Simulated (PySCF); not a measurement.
Vertical excitations of a molecule C6H7, multiplicity 2 from TDA-PBE/def2-SVPD run with PySCF, as energy in eV (oscillator strength): 1.93 (0.001), 2.83 (0.000), 3.42 (0.002), 4.46 (0.002), 4.66 (0.074), 4.94 (0.002), 5.16 (0.007), 5.28 (0.003), 5.32 (0.003), 5.39 (0.005). Coordinates come from a PBE-D3(BJ)/def2-SVP optimisation. The values are those of a single conformer.

Question: Which molecule gave these data?
A. [C]1=CCCC=C1
B. [C]1=CC=CCC1
C. [CH]1C=CC=CC1

Answer: B, [C]1=CC=CCC1
